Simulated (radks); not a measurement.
Values are calculated unless marked as measured or tabulated.
Task: Species: S-. Configuration: [Ne] 3s2 3p5. Level of theory: scalar-relativistic Kohn-Sham, LDA (Slater exchange, Perdew-Wang correlation), spin-polarised, spherical densities, finite nucleus; open shells are filled with parallel spins first; Fermi nuclear charge, rms radius 3.2611 fm; hard spherical wall at 1.5 bohr (a radial shooting solver on a logarithmic mesh with Libxc functionals). Some entries of the table are withheld. Estimate them.

| orbital | occ. | eigenvalue (hartree) | <r> (bohr) | <r^2> (bohr^2) |
|---|---|---|---|---|
| 1s up | 1 | -82.08449 | 0.09741 | 0.01278 |
| 1s down | 1 | -82.04622 | 0.09738 | 0.01277 |
| 2s up | 1 | -3.28776 | 0.5054 | 0.3031 |
| 2s down | 1 | -3.25531 | 0.5053 | 0.3029 |
| 2p up | 3 | -1.15523 | 0.4770 | 0.2823 |
| 2p down | 3 | -1.11417 | 0.4773 | 0.2825 |
| 3s up | 1 | 5.33137 | 0.8871 | 0.8946 |
| 3s down | 1 | 5.38910 | 0.8873 | 0.8948 |
| 3p up | 3 | 5.94228 | 0.8565 | 0.8554 |
| 3d up | 0 | 5.96053 | 0.8902 | 0.8477 |
| 3p down | 2 | 6.00280 | 0.8564 | 0.8554 |
| 3d down | 0 | 6.00951 | 0.8894 | 0.8464 |
| 4p up | 0 | 16.85389 | 0.8093 | 0.8124 |
| 4p down | 0 | 16.89972 | 0.8091 | 0.8122 |
| 4s up | 0 | (1) | 0.8402 | 0.8546 |
| 4s down | 0 | (2) | 0.8401 | 0.8545 |

Result: 
(1) 4s up eigenvalue (hartree): 17.27168
(2) 4s down eigenvalue (hartree): 17.31658
